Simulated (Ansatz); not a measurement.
Abridged output of a molecular run in Ansatz:

```
Functional definition: HF
1749 factors; integrals over basis functions are off by at most 1.3e-3 eV
mean field evaluation 1: about -20116.7491 eV, gradient 4.6e1 eV
mean field evaluation 2: about -20117.0967 eV, gradient 4.6e1 eV
mean field evaluation 4: about -20122.2945 eV, gradient 4.3e0 eV
mean field evaluation 8: about -20122.3735 eV, gradient 3.2e-1 eV
mean field -20122.37390971 eV, -739.4836017468 hartree, gradient 2.0e-6 eV, S^2 0.000000; 0 other end points of the search recorded, 0 dependent functions left out
14 core orbitals not correlated: weight in the atoms' cores, before any rotation towards them, 1.000 or more for the frozen orbitals, at most 0.000 for the correlated occupied ones
reference -20122.37390971 eV, -739.4836017468 hartree; 16, 16 occupied and 262, 262 virtual orbitals, 1749 factors
second order -25.87759832 eV of doubles, -0.00000000 eV of singles
cycle   1  -26.01702743 eV  change   -1.4e-1 eV  update   1.2e-1
cycle   2  -26.73834405 eV  change   -7.2e-1 eV  update   3.7e-2
cycle   3  -26.89962873 eV  change   -1.6e-1 eV  update   1.9e-2
cycle   4  -26.88062853 eV  change    1.9e-2 eV  update   4.9e-3
cycle   5  -26.87834127 eV  change    2.3e-3 eV  update   2.4e-3
cycle   6  -26.87930730 eV  change   -9.7e-4 eV  update   7.3e-4
cycle   7  -26.87895768 eV  change    3.5e-4 eV  update   3.0e-4
cycle   8  -26.87879828 eV  change    1.6e-4 eV  update   1.0e-4
cycle   9  -26.87884492 eV  change   -4.7e-5 eV  update   4.7e-5
cycle  10  -26.87886130 eV  change   -1.6e-5 eV  update   1.7e-5
perturbative correction -1.20752888 eV, -0.0443758678 hartree
Total energy: -20150.46029989 eV, -740.5157575483 hartree
```

Its atoms:

```xyz
12

O    -0.477    0.189   -1.990
C     0.205    0.050   -0.860
C    -0.236   -0.015    0.461
Al   -2.033    0.089    0.972
Si    1.550   -0.188    0.851
N     1.559   -0.053   -0.921
H    -1.418    0.246   -1.762
H    -3.028    0.263   -0.281
H    -2.602    0.022    2.448
H     2.287    0.916    1.517
H     2.094   -1.483    1.333
H     2.098   -0.035   -1.768
```

(1) Which basis set was used?
A. def2-TZVPPD
B. def2-TZVPP
C. def2-SVPD
D. cc-pV(D+d)Z

(2) Write the keys of the input that set method, charge and spin (a neutral closed shell needs none for the last two).

Answers

(1) B. It gives 292 functions.

(2) 
```yaml
correlation: {method: ccsd_t}
```
